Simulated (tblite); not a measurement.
Compound: C4H9ClOSi2.
Numbering: `[CH2:1]=[C:2]1[SiH2:3][O:4][Si@@:5]1([CH3:6])[CH2:7][Cl:8]` (hydrogens: H9, H10 on C1; H11, H12 on Si3; H13, H14, H15 on C6; H16, H17 on C7)

Structure used (GFN2-xTB), in Å, numbered top down from 1:
```xyz
17
C4H9ClOSi2 angstrom
C     -1.620   -1.817   -0.406
C     -1.197   -0.570   -0.301
Si    -1.956    1.174   -0.400
O     -0.432    1.730   -0.021
Si     0.452    0.311    0.066
C      1.866    0.267   -1.188
C      1.103    0.112    1.849
Cl     1.988   -1.425    1.977
H     -0.958   -2.663   -0.289
H     -2.654   -2.056   -0.611
H     -2.874    1.565    0.658
H     -2.305    1.637   -1.734
H      2.454   -0.636   -1.069
H      2.528    1.117   -1.052
H      1.492    0.295   -2.206
H      0.306    0.075    2.588
H      1.800    0.897    2.129
```

Computed with GFN2-xTB (tblite): harmonic, unscaled wavenumbers at the GFN2-xTB geometry, gas phase. Errors from tens to a few hundred cm⁻¹ against measured bands are possible. Modes of hydrogen on silicon can be 10 to 20 % off. One conformer, not necessarily the lowest.

Harmonic wavenumbers (cm⁻¹): 31.4, 58.2, 80.1, 90.6, 110.7, 154.4, 190.5, 203.3, 275.6, 298.6, 393.8, 473.9, 542.5, 561.8, 592.1, 648.1, 657.2, 693.0, 698.2, 741.6, 755.5, 774.4, 780.0, 820.1, 827.9, 856.3, 927.9, 1079.5, 1084.2, 1183.6, 1362.8, 1418.3, 1425.5, 1466.5, 1469.4, 1698.8, 2311.6, 2324.2, 2998.1, 3000.3, 3036.7, 3049.6, 3052.3, 3061.9, 3064.1.

A = 1893, B = 769.4, C = 697.3 MHz; mass 163.988 u (most abundant isotopes); point group C1, symmetry number 1.

Q: Zero-point energy?

A: ½Σν̃ = 25663 cm⁻¹ = 307.00 kJ/mol.

Q: Entropy at 400 K, 1 bar (ideal gas, RRHO, classical rotation)?

A: Translation 178.57, rotation 129.76, vibration 205.03: S = 513.4 J/(mol K).

Q: And Cp and H(400 K) − H(0)?

A: Cp = 215.63 J/(mol K), of which vibrations give 182.37 (their classical limit is 45 R = 374.2); H(400 K) − H(0) = 53.44 kJ/mol without the zero-point energy, 40.14 from vibrations.

Q: Which modes carry the vibrational entropy at 400 K?

A: 31.4 cm⁻¹: 26.45; 58.2 cm⁻¹: 21.33; 80.1 cm⁻¹: 18.69; 90.6 cm⁻¹: 17.67; 110.7 cm⁻¹: 16.03; 154.4 cm⁻¹: 13.31 J/(mol K); the other 39 give 91.55 together.

Q: Blend soft modes into free rotors: weight 1/[1 + (100 cm⁻¹/ν̃)⁴] for the oscillator and the rest for a rotor with moment μB/(μ + B), μ = h/(8π²ν), B = 10⁻⁴⁴ kg m². What vibrational entropy results?

A: 183.93 J/(mol K) in place of 205.03, which changes −T·S at 400 K by +8.44 kJ/mol.

Q: What must be added to the electronic energy to get the Gibbs energy at 400 K and 1 bar?

A: ZPE + [H(400 K) − H(0)] − T·S = 307.00 + 53.44 − 205.34 = 155.10 kJ/mol.

Q: How do the functions run with temperature in this model?

A: 
```
T (K)  S (J/(mol K))  Cp (J/(mol K))  H − H(0) (kJ/mol)  G − H(0) (kJ/mol)  ln q(vib)
  100          315.7            92.1               6.36             -25.21       2.78
  200          392.8           136.2              17.74             -60.82       6.27
  300          456.5           179.9              33.59            -103.36       9.50
  500          564.6           243.4              76.45            -205.84      15.54
  800          692.2           298.5             158.53            -395.20      23.56
 1000          761.5           322.4             220.74            -540.74      28.29
```

q(vib) and H(0) count from the zero-point level.

Hindered rotation and anharmonicity are outside this model. Other conformers, if any are populated, would add a mixing term that is left out. The structure is chiral; the term R ln 2 for an equal mix with its mirror image is left out.
